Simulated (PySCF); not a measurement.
Stationary points of SeCl₅⁺

Computed with PySCF, B3LYP, basis Se def2-SVP, Cl def2-SVP (no relativity, density fitting).

Relaxations began from a few typed shapes. The search is not exhaustive: other isomers or separated fragments can lie lower, and high-lying points may rest on an excited occupation.

```csv
spin,group,bonds,angles,imaginary modes (cm⁻¹),ΔE (kJ/mol),ΔE with ZPE (kJ/mol)
singlet,D3h,"Se–Cl 2.186 Å (×3), Se–Cl 2.241 Å (×2)","Cl–Se–Cl 90.0° (×6), Cl–Se–Cl 120.0° (×3), Cl–Se–Cl 180.0°",none,0.0,0.0
singlet,C4v,"Se–Cl 2.147 Å, Se–Cl 2.228 Å (×4)","Cl–Se–Cl 87.7° (×4), Cl–Se–Cl 101.7° (×4), Cl–Se–Cl 156.7° (×2)",47i,9.9,–
```

The lowest minimum found is the singlet D3h: Se–Cl 2.186 Å (×3), Se–Cl 2.241 Å (×2); Cl–Se–Cl 90.0° (×6), Cl–Se–Cl 120.0° (×3), Cl–Se–Cl 180.0°.

Counting electrons, selenium keeps none of its valence electrons outside its bonds, so the VSEPR class is AX5 and the expected shape is trigonal bipyramidal (D3h), as computed.
